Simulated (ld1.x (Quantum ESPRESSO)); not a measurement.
# N (Z = 7): excitation energies, all-electron against ultrasoft

* Element: nitrogen (N)
* Generator: ld1.x (Quantum ESPRESSO) 7.5
* Type: ultrasoft
* Functional: PBE
* Relativity: scalar-relativistic
* Frozen core: [He]
* Valence charge: 5
* Reference configuration: 2s2 2p3
* Partial waves: 2s (bound): rcut 0.80, rcutus 1.00 bohr; 2s channel at 0.1 Ry: rcut 0.80, rcutus 1.00 bohr; 2p (bound): rcut 1.95, rcutus 2.20 bohr; 2p channel at 2.15 Ry: rcut 1.95, rcutus 2.20 bohr; 3d channel at -0.15 Ry: rcut 1.90, rcutus 2.30 bohr; 3d channel at 0.4 Ry: rcut 1.90, rcutus 2.30 bohr
* Local potential: all-electron potential smoothed inside 1.95 bohr (lloc = -2)
* Core correction: Bessel-smoothed model core, default radius (core density twice the valence density)
* Augmentation charge: PSQ, radius 0.90 bohr

Energies are relative to the spin-unpolarised reference configuration 2s2 2p3; without spin polarisation the order of configurations can differ from experiment.

Question: Give the all-electron excitation energy and the error of the potential for: 2s2 2p2; 2s2 2p1; 2s2 2p0; 2s1 2p3; 2s2 2p2.5; 2s0 2p5; 2s1 2p4.

Answer:

| valence configuration | charge | ΔE all-electron (eV) | error AE − PS (meV) |
| --- | --- | --- | --- |
| 2s2 2p2 | +1 | 13.591 | +1.8 |
| 2s2 2p1 | +2 | 42.445 | +27 |
| 2s2 2p0 | +3 | 89.528 | +193 |
| 2s1 2p3 | +1 | 25.372 | +3.2 |
| 2s2 2p2.5 | +0.5 | 5.093 | 0.0 |
| 2s0 2p5 | 0 | 23.041 | +7.5 |
| 2s1 2p4 | 0 | 11.508 | +1.9 |

Levels in the configuration 2s2 2p1:

```
level  all-electron (eV)  pseudo (eV)
   2s            -49.160      -49.123
   2p            -37.512      -37.452
```
